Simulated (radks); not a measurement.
Question: The mean radii <r> (bohr) of the occupied orbitals of an atom or ion are listed with their occupations. Method: scalar-relativistic Kohn-Sham, SCAN, spin-polarised, spherical densities, finite nucleus; meta-GGA in the generalised Kohn-Sham scheme; Fermi nuclear charge, rms radius of each element as measured or else 0.836 A^(1/3) + 0.57 fm; computed with a radial shooting solver on a logarithmic mesh with Libxc functionals.

| orbital | occ. | <r> |
|---|---|---|
| 1s | 2 | 0.02219 |

Name the element and its charge. Open shells, if any, are filled with parallel spins first.

Answer: Z = 63, europium, charge +61: Eu61+ in [He]. The 1s radius gives Z: for a bare nucleus <r> = (2 gamma + 1)/(2Z) with gamma = sqrt(1 - (Z/c)^2), 0.02203 bohr for Z = 63, and screening makes it slightly larger (0.02219 here). The occupations add up to 2, and the charge is Z minus that.
